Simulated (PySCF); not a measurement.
H2Si2 (SMILES [Si]=[SiH2]), singlet, geometry from GFN2-xTB. Base run: CAMB3LYP/6-31G, polarisability (PySCF).

The PySCF input:
```python
from pyscf import gto, scf, dft
from pyscf.prop import polarizability

mol = gto.M(
    atom='''
Si   -0.913803   -0.111535    0.260461
Si    1.175250    0.094191   -0.311145
H    -1.642483    1.114691   -0.168304
H    -2.017765   -0.871874    0.877872
''',
    basis='6-31g',
    charge=0,
    spin=0,
    verbose=4,
)

mf = dft.RKS(mol)
mf.xc = 'camb3lyp'
mf.kernel()
alpha = mf.Polarizability().polarizability()[2, 2]
print('alpha_zz =', alpha)
```

Each row names what was changed in the base input (with any setting that the change needs).

| change | alpha_zz (bohr³) | basis functions | core-seconds (rough) |
|---|---|---|---|
| base | 41.44 | 30 | 9 |
| basis = def2-SVPD | [?] | [?] | 20 |
| basis = cc-pVTZ | 51.34 | 96 | 50 |
| basis = aug-cc-pVDZ | [?] | [?] | 20 |
| functional = lda,vwn | [?] | 30 | 3 |
| finite field (a.u.) = 0.05; conv_tol = 1e-11 | 41.64 | 30 | 20 |
| basis = def2-TZVPD | 65.92 | 104 | 60 |
| functional = hf | 43.11 | 30 | 0.4 |
| functional = pbe | 41.90 | 30 | 6 |
| basis = 6-31G* | 43.09 | 40 | 10 |
| basis = def2-SVP | 44.42 | 46 | 9 |
| finite field (a.u.) = 0.001; conv_tol = 1e-6 | 41.43 | 30 | 8 |

Task: What belongs in the gaps?

Result: 
- basis = def2-SVPD, alpha_zz (bohr³): 61.16
- basis = def2-SVPD, basis functions: 64
- basis = aug-cc-pVDZ, alpha_zz (bohr³): 66.22
- basis = aug-cc-pVDZ, basis functions: 72
- functional = lda,vwn, alpha_zz (bohr³): 41.78

Finite-field rows take the second difference of the energy in a field along z; a small field with loose convergence shows SCF noise divided by the square of the field, and a large one adds hyperpolarisability.
